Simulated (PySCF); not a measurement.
C₂H₆O₆Si₂, SMILES O[Si](O)(O)C#C[Si](O)(O)O.

Geometry: PBE0-D3(BJ)/def2-SVP. The structure was generated by enumeration, and PubChem lists no compound with its InChIKey, so it may never have been made. The values are those of a single conformer.

The numbers are results of HF/def2-SVP in PySCF, not measurements.

The molecule is in vacuum.

total energy: -1105.95217 hartree
highest occupied level: -11.31 eV
lowest empty level: 3.04 eV
orbital gap: 14.35 eV
dipole moment: 0.04 D
quadrupole, principal values (traceless, Buckingham form, about the centre of nuclear charge): -33.28, 16.59, 16.70 D·Å
mean static polarisability: 63.7 bohr³ (9.43 Å³)
polarisability, principal values: 53.7, 53.7, 83.6 bohr³
